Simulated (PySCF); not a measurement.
## Static response to an electric field

Compound: C4H10Si.
Geometry (GFN2-xTB, Å), atoms numbered from 1 in this order:
```xyz
15
C4H10Si angstrom
C      2.0273   -0.2719   -0.0075
C      0.7765    0.1818    0.7415
C     -0.3395    0.5372   -0.2136
C     -1.1107   -0.6248   -0.8573
Si    -2.1628    0.4541    0.2683
H      2.8139   -0.5547    0.6890
H      1.7991   -1.1278   -0.6389
H      2.4004    0.5302   -0.6412
H      1.0239    1.0487    1.3605
H      0.4445   -0.6177    1.4080
H     -0.0374    1.3091   -0.9157
H     -0.8199   -1.6136   -0.5283
H     -1.2330   -0.5874   -1.9310
H     -2.5048   -0.0538    1.5843
H     -3.0819    1.3986   -0.3399
```

Level: PBE0/def2-SVPD (PySCF), static field, nuclei fixed, core orbitals frozen in the response. The polarisability tensor in these axes (au):

```
x   94.14 -5.82 -3.77
y   -5.82 67.39  2.92
z   -3.77  2.92 69.88
```

Task: Give the principal values, the mean and the anisotropy Δα = √{½[(α1 − α2)² + (α2 − α3)² + (α1 − α3)²]}.

Result: Principal values 65.12, 70.23 and 96.05 au; mean 77.14 au = 11.43 Å³ = 12.72 × 10⁻⁴⁰ C²·m²/J; Δα = 28.72 au (37 % of the mean).

Task: What is the dipole moment?

Result: 0.14 D at this geometry.

Task: Find the Langevin capture rate constant for H3O+ (19.018 u) meeting this molecule (86.055 u), k = 2.342 × 10⁻⁹ cm³/s × √(α in Å³ / reduced mass in u).

Result: The reduced mass is 15.58 u, so k = 2.01 × 10⁻⁹ cm³/s.

Task: What are the principal values of the traceless quadrupole moment, Θ = ½Σq(3rr − r²1), about the centre of nuclear charge?

Result: -0.96, -0.29, 1.26 D·Å. The values depend on the origin, since the dipole doesn't vanish. The electronic extent ⟨r²⟩ about the same centre is 688 bohr², a root-mean-square distance of 2.00 Å for the 48 electrons.

Task: How large is μ²/3kT at 400 K beside α?

Result: In Gaussian units μ²/3kT = 0.12 Å³ against 11.43 Å³, a ratio of 0.01; the Debye molar polarisation (4π/3)N_A(α + μ²/3kT) is 29.1 cm³/mol, leaving out the vibrational part.

One conformer (not necessarily the lowest) at the GFN2-xTB geometry, without solvent, vibrations or thermal averaging.

The run behind these numbers computed excited states as well. Time: 22 s; peak memory 0.73 GiB. Hardware: Arm Neoverse V2, one thread (shared host).
